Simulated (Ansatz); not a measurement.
`[OH][Hf]([Cl])([Cl])[SeH]` + `[CH3][GeH2][F]` → `[CH3][GeH2][SeH]` + `[OH][Hf]([F])([Cl])[Cl]`  (redistribution)

Program: Ansatz. Geometries: PBE0-D4/def2-TZVP. ΔE: electronic, gas phase. CCSD(T)/CBS adds triple-zeta CCSD(T) − MP2 to the extrapolated MP2 energy (def2 sets, frozen cores). DFT in def2-TZVPP. def2 core potentials past Kr. For Ge, Hf, Se outer-core shells are correlated without core-valence functions, which leaves a few kJ/mol of doubt a bond. Scalar relativity is left out up to krypton. One conformer a species, not always the lowest.

| level | ΔE (kJ/mol) | difference from CCSD(T)/CBS |
| --- | --- | --- |
| r2SCAN-D4 | -79.1 | -5.6 |
| PBE0-D4 | -79.4 | -5.9 |
| ωB97X-V | -81.0 | -7.5 |
| ωB97M-V | -79.6 | -6.1 |
| r2SCAN | -79.2 | -5.7 |
| MP2/def2-TZVPP | -69.5 | 4.0 |
| SCS-MP2/def2-TZVPP | -70.4 | 3.1 |
| CCSD/def2-TZVPP | -74.3 | -0.8 |
| MP2/def2-QZVPP | -69.6 | 3.9 |
| HF/CBS(def2) | -71.5 | 2.0 |
| CCSD(T)/CBS | -73.5 | 0 |

Largest T1 diagnostic among the species: 0.015.
